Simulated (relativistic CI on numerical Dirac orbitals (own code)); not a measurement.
**What each ingredient does to the levels of Au²⁴⁺**

Base calculation: Dirac-Coulomb-Breit CI, orbitals from a KLI potential per configuration, model QED (radiative potential, 1s self-energy scaled to tabulated hydrogen-like ionisation energies), unscaled Slater integrals.

CI space (outside the closed core [Ar] 3d10 4d10): 4s2.4p6.4f9, 4s2.4p6.4f8.5s, 4s2.4p6.4f7.5s2, 4s2.4p5.4f10, 4s2.4p6.4f8.6s, 4s.4p6.4f10, 4p6.4f11. Levels of other configurations are missing.

Variants: (1) configuration mixing switched off; (2) only the first 3 configurations. Shifts of the energy above 4s2.4p6.4f9 6H°_15/2, in cm⁻¹, for the lowest level and the first level of each name with at least 55 % of one term (blank where a level changes its place among those of its configuration and J or its character, or is not in the variant):

```csv
Level,Base,Δ(1),Δ(2)
4s2.4p6.4f9 6H°_15/2,0.0,0.0,0.0
4s2.4p6.4f9 6H°_13/2,22817.2,-86.5,-84.9
4s2.4p6.4f9 6F°_1/2,54931.0,+440.2,+438.9
4s2.4p6.4f9 4M°_21/2,63395.4,+86.1,+89.5
4s2.4p6.4f9 4M°_17/2,91719.9,+198.1,+199.0
4s2.4p6.4f9 4M°_19/2,94173.7,+74.5,+76.5
4s2.4p6.4f9 4K°_11/2,115189.8,+832.1,+829.9
```

At this charge energies of transitions that change n are usually good to better than 1 %, and those within a shell (Δn = 0) to a few per cent. Terms inside the open d or f shell come out 10 to 20 % too wide with unscaled integrals.

Ionisation energy from the two ground configurations alone: base 753.358 eV. The NIST ASD value (theoretical) is 760 eV.

LS names give the leading component of a level, which can be under half, so a name can repeat, a term be missing and a line seem to break the LS rules.
